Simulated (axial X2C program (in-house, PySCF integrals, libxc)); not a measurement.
GeCl⁺: properties at the nuclei

Computed with an axial X2C code built on PySCF integrals: two-component X2C with atomic mean-field Coulomb and Gaunt terms, Gaussian nuclei, basis Ge dyall-cv3z, Cl dyall-av3z with contracted cores.

R = 2.065 Å (near the PBE0 minimum at charge 1 of the determinant lowest at the starting distance; the state shown can have its own minimum elsewhere).

Input and command:
```json
{"zs": [32, 17], "q": 1, "bas": ["dyall-cv3z", "dyall-av3z"], "r0": 2.2, "levels": ["PBE0", "HF", "BHandHLYP", "PBE50", "TPSSh"], "nst": 3}
```
```bash
python soeom.py task.json out
```

Keys: zs atomic numbers; q charge; bas basis sets; r0 starting distance in Å; levels methods; nst determinants followed.

Determinant lowest in the PBE0 search, Ω = 0 (closed shell), highest spinor 43% Cl p, 30% Ge p, 21% Ge s:

```
    level  qzz Ge (a.u.)  qzz Cl (a.u.)
     PBE0          -4.10           1.02
       HF          -4.57           1.27
BHandHLYP          -4.27           1.10
    PBE50          -4.32           1.16
    TPSSh          -4.00           0.98
```

qzz is the electric field gradient, eQq0 = 234.96 MHz × Q/barn × qzz. The operators were transformed with the bare-nucleus X2C matrices; with these basis sets, hyperfine constants and field gradients can be off by tens of per cent, and where levels differ in sign neither size nor sign is settled.

**Question.** With Q(73Ge) = -0.196 barn, Q(35Cl) = -0.08112 barn (Q from Pyykkö, Mol. Phys. 2018), turn the PBE0 values of the first state into constants in MHz.

**Answer.** eQq0(73Ge) = 234.96 × (-0.196) × (-4.10) = 189 MHz; eQq0(35Cl) = 234.96 × (-0.08112) × (1.02) = -19.4 MHz.

Each state is one determinant with collinear spin. The search compared states at one distance, so a state with another bond length can lie lower.
